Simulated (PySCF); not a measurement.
Correlation energy of Ag²⁺ (silver, charge +2)

Starting occupation: [Kr] 4d9, 4d3/2 with m_j = -3/2, -1/2, +1/2, +3/2, 4d5/2 with m_j = -3/2, -1/2, +1/2, +3/2, +5/2. Calculation: PySCF 2.14, in x2c-QZVPPall-2c (13s12p9d4f2g, 140 functions); X2C-1e with screened-nucleus spin-orbit coupling, Gaussian nucleus. Frozen: [Ar] 3d10; 17 electrons correlated; the 32 highest virtual spinors left out.

MP2 pair energies summed by pair of shells (mhartree):

```json
{"pair": "4d3/2-4d5/2", "energy": "-156.14", "share (%)": "25.0"}
{"pair": "4d5/2-4d5/2", "energy": "-85.89", "share (%)": "13.8"}
{"pair": "4d5/2-4p3/2", "energy": "-80.41", "share (%)": "12.9"}
{"pair": "4d3/2-4p3/2", "energy": "-60.83", "share (%)": "9.8"}
{"pair": "4d3/2-4d3/2", "energy": "-53.49", "share (%)": "8.6"}
{"pair": "4d5/2-4p1/2", "energy": "-31.47", "share (%)": "5.0"}
{"pair": "4p3/2-4p3/2", "energy": "-26.09", "share (%)": "4.2"}
{"pair": "4d3/2-4p1/2", "energy": "-25.08", "share (%)": "4.0"}
{"pair": "4p1/2-4p3/2", "energy": "-24.38", "share (%)": "3.9"}
{"pair": "4d5/2-4s1/2", "energy": "-21.73", "share (%)": "3.5"}
{"pair": "4p3/2-4s1/2", "energy": "-20.17", "share (%)": "3.2"}
{"pair": "4d3/2-4s1/2", "energy": "-17.17", "share (%)": "2.8"}
{"pair": "4p1/2-4s1/2", "energy": "-9.87", "share (%)": "1.6"}
{"pair": "4p1/2-4p1/2", "energy": "-6.28", "share (%)": "1.0"}
{"pair": "4s1/2-4s1/2", "energy": "-4.85", "share (%)": "0.8"}
```

Total MP2 correlation energy: -623.85 mhartree.

This basis was not built for core-valence correlation, so the inner-shell part is incomplete.
